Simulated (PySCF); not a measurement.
C2H5NO2Si, SMILES [Si@@H]1(OCN=C1)O. Geometry: PBE-D3(BJ)/def2-SVP. The structure was generated by enumeration; whether it is a known compound was not checked. One conformer was computed; it need not be the lowest.

Computed equilibrium geometry at PBE-D3(BJ)/def2-SVP (PySCF confirms it by a frequency run) as Cartesian coordinates in Å (one conformer of several):
```xyz
11

O      1.8775     0.3678     1.1056
Si     0.5379     0.7244     0.1707
C     -1.1600     0.1649     0.8191
N     -1.6908    -0.7178     0.0396
C     -0.8785    -1.0032    -1.1267
O      0.3389    -0.2762    -1.1838
H      1.9277    -0.5463     1.4371
H      0.7569     2.1527    -0.1970
H     -1.7145     0.4500     1.7350
H     -0.6736    -2.0994    -1.1421
H     -1.4918    -0.7758    -2.0294
```
Charge 0, spin multiplicity 1.
